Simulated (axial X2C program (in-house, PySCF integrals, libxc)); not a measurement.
Spin–orbit effects down a group: molecules with Cs, PBE0

Computed with an axial X2C code built on PySCF integrals, spin-free (one-electron X2C) or two-component (2c: spin–orbit coupling with atomic mean-field Coulomb and Gaunt terms, which also bring small scalar terms), in Dyall basis sets with cores contracted in-house; open shells are unrestricted.

Basis sets: C dyall-v3z, Cs dyall-cv3z, Ge dyall-cv3z, Si dyall-v3z.

```tsv
molecule	spin-free state	Re (Å)	ωe (cm⁻¹)	De (eV)	2c state	Re 2c (Å)	ωe 2c (cm⁻¹)	De 2c (eV)
CsC	M_S = 3/2, Λ = 0	2.709	310.9	2.45	Ω = 3/2	2.707	311.2	2.45
CsSi	M_S = 3/2, Λ = 0	3.261	165.7	1.81	Ω = 3/2	3.260	165.9	1.81
CsGe	M_S = 3/2, Λ = 0	3.294	112.8	1.70	Ω = 3/2	3.294	112.8	n/a
```

Task: Work out the shifts from the spin-free to the two-component result.

Result: 

| molecule | 2c state | ΔRe (Å) | Δωe (cm⁻¹) | ΔDe (eV) |
| --- | --- | --- | --- | --- |
| CsC | Ω = 3/2 | -0.002 | 0.3 | 0.00 |
| CsSi | Ω = 3/2 | -0.001 | 0.2 | 0.00 |
| CsGe | Ω = 3/2 | 0.000 | 0.0 | n/a |

Shifts of one unit in the last digit are rounding.

Each entry is the lowest single determinant of a limited PBE0 search at one distance. De goes to single-determinant-based atoms at the same level (for ions the charge split of lowest energy) and is withheld (n/a) where an atom does not fit its ground term or J level. Main or longest-lived isotopes. One determinant is a doubtful description, or other states lie close, for CsC, CsSi, CsGe; these need not be ground states, and all values refer to the states named. With several unpaired electrons the Ω given is that of one determinant, not necessarily of the lowest component. Some light 2c atoms are not at their ground J level, so De misses part of their lowering (0.04 eV or less). The functionals have no current term, which raises determinants with orbital currents.
